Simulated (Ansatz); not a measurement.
Born–Oppenheimer molecular dynamics of H₈O₃Si₂ (13 atoms, charge 0, multiplicity 1). It starts at the highest image of a converged band. Of that band: Neighbouring images differ by up to 3.1 eV, so the band resolves the path poorly. A vibrational analysis at the climbing image gives one clearly imaginary mode, 1144i cm⁻¹: a first-order saddle point.

Theory: Ansatz 0.2.0, RKS CAM-B3LYP/def2-SVP.

| Quantity | Value |
| --- | --- |
| ensemble | NVE (velocity Verlet) |
| time step | 0.5 fs |
| steps asked | 200 |
| starting velocities drawn for | 300 K |
| seed | 7019 |

First frame:

```xyz
13
Properties=species:S:1:pos:R:3
Si -0.300 0.945 -0.202
Si 0.397 -1.702 0.474
O -1.841 0.486 0.089
O 0.620 0.694 -1.540
O -0.465 2.585 -0.230
H 0.584 0.288 1.074
H 0.608 1.211 1.250
H 1.007 -2.245 -0.791
H -0.907 -2.440 0.622
H 1.272 -2.204 1.583
H -2.003 -0.453 0.228
H 0.884 -0.211 -1.743
H 0.145 3.046 -0.815
```

**Question.** How far do the bonds stretch over the last three quarters of this one trajectory? (Pairs bonded in most of those frames.)

**Answer.** 
| bond | mean (Å) | spread (Å) | shortest | longest |
| --- | --- | --- | --- | --- |
| Si1–O3 | 1.665 | 0.039 | 1.61 | 1.72 |
| Si1–O4 | 1.655 | 0.014 | 1.62 | 1.68 |
| Si1–O5 | 1.657 | 0.035 | 1.60 | 1.71 |
| Si1–H7 | 1.493 | 0.054 | 1.41 | 1.57 |
| Si2–H6 | 1.628 | 0.242 | 1.22 | 1.93 |
| Si2–H8 | 1.489 | 0.044 | 1.43 | 1.56 |
| Si2–H9 | 1.493 | 0.030 | 1.44 | 1.54 |
| Si2–H10 | 1.492 | 0.013 | 1.47 | 1.52 |
| O3–H11 | 0.964 | 0.007 | 0.95 | 0.98 |
| O4–H12 | 0.966 | 0.013 | 0.94 | 0.99 |
| O5–H13 | 0.963 | 0.003 | 0.96 | 0.97 |

Mean temperature of the second half: 1860 K. The conserved energy stayed within 1.2 meV per atom of its start (net change 0.26 meV per atom), so the integration is sound. The kinetic energy rose, since the run started high on the potential surface and went downhill. It ends in pieces (H4O3Si + H4Si), so much of that is their flight and rotation, not heat. A run of 0.1 ps of so small a system gives no equilibrium averages. The orbitals stay closed-shell, which can raise the energy where a bond breaks towards radicals; this wasn't checked here.

Time of the run: 10 min on 4 threads of Arm Neoverse N1 (shared host), peak memory 0.36 GiB.
